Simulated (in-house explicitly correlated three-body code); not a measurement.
Computed with an exponentially correlated three-body code. Model: two electrons around a point charge, non-relativistic, variational in 260 exponentially correlated functions (energies converged to about 1e-7 hartree, or 1e-8 relative for large Z).

For two electrons in a singlet the Kohn-Sham orbital is the square root of half the density, so the exact Kohn-Sham potential and energy parts follow from the density alone, and exchange is minus half the Hartree energy. The Kohn-Sham level equals minus the binding energy of the second electron.

Command:
```bash
python run_hyl.py task.json out
```
Settings (lengths in bohr, energies in hartree):
```
Z                      1.36
interaction_strength   1
functions              260
states_tried           13
```

Run time, properties included: 31 s on 1 thread of Intel(R) Xeon(R) Platinum 8488C (Sapphire Rapids), with other jobs on the host.

**Those bound S and P states to n = 4 that converged, binding against the one-electron ion.**

Given: nuclear charge 1.36.

Computed: one-electron threshold -0.9248 hartree.

```csv
term,energy (hartree),binding (eV),quantum defect
1 1S,-1.15210085,6.1852,0.46607
2 3S,-0.954869469,0.81823,0.532
2 1S,-0.947994312,0.63115,0.32854
2 3P,-0.941628931,0.45794,0.037728
2 1P,-0.94103922,0.44189,0.0024166
3 3S,?,?,?
3 1S,-0.933820521,0.24546,0.31977
3 3P,?,?,?
3 1P,-0.932006437,0.1961,0.0013402
4 3S,-0.93015702,0.14577,0.52203
4 1S,-0.929577729,0.13001,0.31721
4 3P,-0.928939446,0.11264,0.043453
4 1P,-0.928851946,0.11026,0.00096051
```

Task: What belongs in the row 3 3S?

Result: energy (hartree): -0.935371641; binding (eV): 0.28767; quantum defect: 0.5242.

Task: What belongs in the row 3 3P?

Result: energy (hartree): -0.932206098; binding (eV): 0.20153; quantum defect: 0.042037.

**Exact Kohn-Sham parts of the ground state from its density.**

Computed: total energy -1.15210085 hartree; Kohn-Sham kinetic 1.1197 hartree; Hartree energy 1.2412 hartree; exchange energy -0.62061 hartree; DFT correlation energy -0.040652 hartree; potential part of the DFT correlation energy -0.073093 hartree; exact minus restricted Hartree-Fock -0.040345 hartree; Kohn-Sham level -6.1852 eV; dipole polarisability 12.617 bohr³; C6 of two such species 37.269 hartree·bohr⁶.

Task: What is the kinetic part of the DFT correlation energy?

Result: 0.032441 hartree.

Task: What is the restricted Hartree-Fock level?

Result: -6.6369 eV.

**Functionals on the exact density and self-consistent, errors are functional minus exact, hybrids only self-consistent, a dash where a self-consistent run leaves the top level unbound.**

| result | exchange error (millihartree) | correlation error (millihartree) | functional driven error (millihartree) | density driven error (millihartree) | self consistent total error (millihartree) | top level plus exact binding (eV) |
| --- | --- | --- | --- | --- | --- | --- |
| BP86 | -5.886 | -1.8067 | -7.6927 | -0.52527 | -8.218 | 4.5526 |
| M06-L | -8.6934 | 6.0176 | -2.6758 | -2.3164 | -4.9922 | 4.4025 |
| BLYP | -5.886 | 2.9795 | -2.9065 | -1.021 | -3.9275 | 4.6653 |
| TPSS | ? | ? | ? | ? | ? | ? |
| r2SCAN | -6.6095 | 6.2129 | -0.39659 | -0.16859 | -0.56519 | 4.3672 |
| SCAN | -6.6095 | 6.2129 | -0.39659 | -0.16859 | -0.56519 | 4.3672 |
| PW91 | -1.0133 | 0.98766 | -0.025658 | -0.74316 | -0.76882 | 4.6321 |
| LDA PW92 | 82.493 | -50.231 | 32.262 | -1.1532 | 31.109 | 4.6631 |
| OLYP | -5.4404 | 2.9795 | -2.4609 | -1.2267 | -3.6876 | 4.7492 |
| wB97X | - | - | - | - | ? | ? |
| PBEsol | 29.896 | -5.6104 | 24.286 | -0.72792 | 23.558 | 4.7768 |
| LDA VWN5 | 82.493 | -50.373 | 32.12 | -1.1396 | 30.981 | 4.663 |
| r2SCAN0 | - | - | - | - | 1.2293 | 3.0698 |
| PBE0 | - | - | - | - | 3.9573 | 3.3025 |

Task: What belongs in the row TPSS?

Result: exchange error (millihartree): -6.4606; correlation error (millihartree): 2.0861; functional driven error (millihartree): -4.3746; density driven error (millihartree): -0.25799; self consistent total error (millihartree): -4.6326; top level plus exact binding (eV): 4.5012.

Task: What belongs in the row wB97X?

Result: self consistent total error (millihartree): -2.987; top level plus exact binding (eV): 0.61537.

**Density and exact potentials over r, pair density (one pair, times 4 pi r12^2) and exact minus Kohn-Sham pair density over r12.**

```tsv
radius (bohr)	radial density (electrons/bohr)	exchange potential (hartree)	intracule density (1/bohr)	Coulomb hole against Kohn-Sham (1/bohr)	correlation potential (hartree)
0.154	0.19138	-1.0287	0.0059421	-0.007466	-0.056
0.182	0.24819	-1.0219	0.0084291	-0.01013	-0.052
0.214	0.31537	-1.0132	0.011835	-0.01353	-0.048
0.253	0.39798	-1.0015	0.016805	-0.01808	-0.042
0.298	?	?	?	?	?
0.352	0.59634	-0.96799	0.033381	-0.03075	-0.027
0.415	0.70602	-0.94464	0.046718	-0.03896	-0.018
0.49	0.81525	-0.91572	0.065098	-0.04818	-0.007
0.578	0.9127	-0.88107	0.089561	-0.05748	0.004
0.683	0.9883	-0.83976	0.12174	-0.06558	0.015
0.805	?	?	?	?	?
0.95	1.0269	-0.73999	0.20849	-0.06914	0.032
1.12	0.97797	-0.68257	0.25969	-0.06006	0.036
1.32	0.88503	-0.62182	0.30927	-0.04228	0.037
1.56	0.75484	-0.55827	0.34896	-0.01717	0.034
1.84	0.60561	-0.49559	0.3668	0.009438	0.028
2.17	0.45308	-0.43491	0.35447	0.03055	0.02
2.57	0.3097	-0.37638	0.3081	0.04008	0.013
3.03	0.19476	-0.32424	0.23793	0.03618	0.007
3.57	0.11018	-0.27774	0.15969	0.02392	0.003
4.21	0.054661	-0.23668	0.090585	0.01073	0.001
4.97	0.023146	-0.20095	0.042154	0.002146	0
5.87	0.0081343	-0.17029	0.015645	-0.0009699	0
```

Task: What belongs in the row 0.298?

Result: radial density (electrons/bohr): 0.49119; exchange potential (hartree): -0.98689; intracule density (1/bohr): 0.023647; Coulomb hole against Kohn-Sham (1/bohr): -0.02371; correlation potential (hartree): -0.035.

Task: What belongs in the row 0.805?

Result: radial density (electrons/bohr): 1.0289; exchange potential (hartree): -0.79292; intracule density (1/bohr): 0.16134; Coulomb hole against Kohn-Sham (1/bohr): -0.07024; correlation potential (hartree): 0.024.

The density-driven part is never positive, since each functional's own density lowers its energy. Here it is small in itself (median 0.74 millihartree), and only looks large beside functional-driven errors that cancel. The correlation energy of density-functional theory lies 0.31 millihartree below exact minus Hartree-Fock, because the Hartree-Fock density, unlike the exact one, minimises the Hartree-Fock energy.
